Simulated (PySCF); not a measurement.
**GeS at PBE0**

Computed with PBE0; Ge x2c-SVPall, S x2c-SVPall; spin-free X2C with a Gaussian nucleus (PySCF 2.14).

For GeS, the state is ¹Σ⁺ (singlet), closed shell, the bond length is 0.2014 nm and the harmonic wavenumber is 593 cm⁻¹. The force constant is 4.63 mdyn/Å and the rotational constant Be is 0.1862 cm⁻¹. The anharmonicity ωexe is 1.44 cm⁻¹. The vibration–rotation constant αe is 0.000674 cm⁻¹, the well depth De to Ge + S is 5.60 eV and the dissociation energy D0 is 5.56 eV. The HOMO–LUMO gap is 5.62 eV and the bond order (Mayer) is 2.40. The dipole moment (positive dipole means Ge(−)S(+)) is -2.06 D.
